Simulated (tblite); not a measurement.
Species: C7H12BF.
Numbering: `[BH2:1][C@@H:2]1[CH2:3][CH2:4][CH:5]=[CH:6][C@@:7]1([CH3:8])[F:9]` (hydrogens: H10, H11 on B1; H12 on C2; H13, H14 on C3; H15, H16 on C4; H17 on C5; H18 on C6; H19, H20, H21 on C8)

Computed with GFN2-xTB (tblite), gas phase: L-BFGS steps from a force-field or distance-geometry start until the largest atomic force falls under 0.01 eV/Å.

Geometry at step 3:
```
atom  x, y, z in Å
B1     -1.2376    2.0781   -0.2580
C2     -0.2199    0.9733    0.2423
C3      0.9891    0.7902   -0.7010
C4      2.0573   -0.1155   -0.0768
C5      1.4845   -1.3020    0.6318
C6      0.2154   -1.4118    0.9898
C7     -0.8325   -0.4129    0.5743
C8     -1.6572   -1.0216   -0.5758
F9     -1.7160   -0.2319    1.6568
H10    -0.8422    3.1487   -0.5198
H11    -2.3830    1.8846   -0.2861
H12     0.1892    1.3703    1.1891
H13     1.4282    1.7657   -0.9187
H14     0.6536    0.3684   -1.6504
H15     2.7551   -0.4320   -0.8563
H16     2.6250    0.4633    0.6582
H17     2.1737   -2.0847    0.9146
H18    -0.1224   -2.2776    1.5444
H19    -1.0149   -1.2032   -1.4291
H20    -2.4683   -0.3670   -0.8712
H21    -2.0863   -1.9654   -0.2587
```

Question: What forces act on the atoms?

Answer: 
```csv
atom,Fx (eV/Å),Fy (eV/Å),Fz (eV/Å)
B1,0.100,0.013,0.230
C2,-0.044,-0.155,-0.131
C3,-0.054,-0.087,0.173
C4,-0.117,0.109,-0.113
C5,-0.096,0.030,0.091
C6,0.053,0.094,-0.177
C7,-0.144,0.073,-0.071
C8,0.155,0.115,0.176
F9,0.159,-0.014,-0.176
H10,0.079,-0.099,-0.047
H11,-0.127,-0.007,-0.017
H12,-0.089,-0.139,-0.085
H13,-0.030,-0.015,0.009
H14,-0.031,-0.038,0.051
H15,0.039,-0.062,0.071
H16,0.085,-0.017,0.016
H17,0.136,0.057,-0.018
H18,-0.123,0.131,-0.052
H19,0.059,-0.006,-0.060
H20,-0.006,0.128,0.035
H21,-0.005,-0.111,0.095
```

The largest, 0.26 eV/Å, acts on C8; the rms over all components is 0.097 eV/Å. The forces sum to zero within rounding, as they must for an isolated molecule in no field.

Question: Give the force on C8 in Eh/bohr and in nN.

Answer: 0.261 eV/Å ÷ 51.422 = 0.00508 Eh/bohr, and 0.261 eV/Å × 1.602 = 0.42 nN.

Question: How far is this geometry from the end of the optimisation?

Answer: 0.059 eV above it, and 0.153 Å rms away after alignment. The bonds farthest from their final lengths, with half the difference of the two atoms' forces along the bond (positive lengthens):

```csv
bond,now (Å),final (Å),force along bond (eV/Å)
C2–C7,1.551,1.538,-0.08
C7–C8,1.541,1.529,-0.18
C2–C3,1.544,1.534,-0.10
B1–C2,1.583,1.573,-0.04
C7–F9,1.409,1.403,-0.14
C3–C4,1.533,1.528,-0.14
```

The angle farthest from its final value is B1–C2–C3, 113.1° against 116.7°.

Of the 4 listed bonds off by 0.010 Å or more, this force points towards the final length in 4.

The cost below is that of the whole relaxation. The run took 0.54 s on an Arm Neoverse V1 with one thread (shared host).
